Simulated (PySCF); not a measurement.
# Where the electron goes

C₇H₁₀OSi.
Atom-mapped SMILES: `[CH:1]#[C:2][C@@H:3]1[CH:4]=[CH:5][CH2:6][Si@H:7]1[O:8][CH3:9]` (hydrogens: H10 on C1; H11 on C3; H12 on C4; H13 on C5; H14, H15 on C6; H16 on Si7; H17, H18, H19 on C9)

Structure used (PBE0-D3(BJ)/def2-SVP), in Å, numbered top down from 1:
```
atom  x, y, z in Å
C1    -2.8788   -0.1626   -2.7645
C2    -2.1135   -0.4684   -1.8752
C3    -1.1936   -0.8018   -0.8013
C4    -1.8183   -0.7350    0.5792
C5    -1.2826    0.0732    1.5039
C6    -0.0779    0.9095    1.1618
Si7    0.2785    0.3968   -0.6236
O8     1.6728   -0.4984   -0.7911
C9     2.9714    0.0214   -0.7636
H10   -3.5557    0.1021   -3.5548
H11   -0.7742   -1.8096   -0.9856
H12   -2.7010   -1.3471    0.7899
H13   -1.7176    0.1299    2.5082
H14    0.7728    0.6843    1.8294
H15   -0.2861    1.9871    1.2810
H16    0.2910    1.5264   -1.6004
H17    3.2259    0.4566    0.2210
H18    3.6842   -0.7926   -0.9654
H19    3.1218    0.8032   -1.5311
```

Computed with PySCF 2.14.0, density-fitted response routines, TDDFT wB97X-D/def2-SVPD, vertical, gas phase, core orbitals frozen in the response.

Kohn–Sham orbitals with the atoms that hold most of them (Löwdin shares over 4%, at most four atoms; ? is withheld):

| orbital | ε (eV) | atoms |
| --- | --- | --- |
| LUMO+2 | 2.34 | Si7 14%, C5 12%, C4 12%, C1 10% |
| LUMO+1 | 2.18 | C9 23%, Si7 22%, H17 8%, O8 7% |
| LUMO | ? | ? |
| HOMO | -8.91 | C1 25%, C2 21%, C3 11%, C4 10% |
| HOMO-1 | -9.37 | ? |
| HOMO-2 | -9.55 | C1 38%, C2 36%, C3 9%, C4 4% |
| HOMO-3 | -9.99 | O8 40%, Si7 10%, C6 10%, C9 8% |

Task: Which atoms hold the HOMO-1, and with what shares?

Result: C4 (bonded to 2 C and H) 26%; C5 (bonded to 2 C and H) 24%; C2 (bonded to 2 C) 10%; C1 (bonded to C and H) 9%.

Task: Which atoms hold the LUMO, and with what shares?

Result: C5 (bonded to 2 C and H) 29%; C4 (bonded to 2 C and H) 27%; C3 (bonded to 2 C, Si and H) 6%; C6 (bonded to C, Si and 2 H) 6%.

Task: What is the LUMO energy, and the HOMO–LUMO gap?

Result: ε(LUMO) = 1.93 eV; the gap is 10.84 eV (0.3983 hartree).

Task: How does S1 compare with the orbital gap of 10.84 eV?

Result: S1 is at 6.22 eV (f = 0.012), 4.62 eV below the gap, made of HOMO→LUMO (44%), HOMO→LUMO+5 (13%). Without the coupling terms of the response equations the lowest excitation would equal the gap.

Next come S2 at 6.62 eV (f 0.0027), HOMO-2→LUMO (17%), HOMO-2→LUMO+5 (12%), HOMO→LUMO+4 (12%); S3 at 6.73 eV (f 0.032), HOMO→LUMO (20%), HOMO-2→LUMO+4 (15%), HOMO-2→LUMO+3 (10%); S4 at 6.94 eV (f 0.030), HOMO→LUMO (21%), HOMO→LUMO+5 (14%), HOMO→LUMO+2 (12%); S5 at 7.11 eV (f 0.016), HOMO→LUMO+2 (55%).

Löwdin shares depend on the basis, the more so with diffuse functions.

One conformer stands for the species.
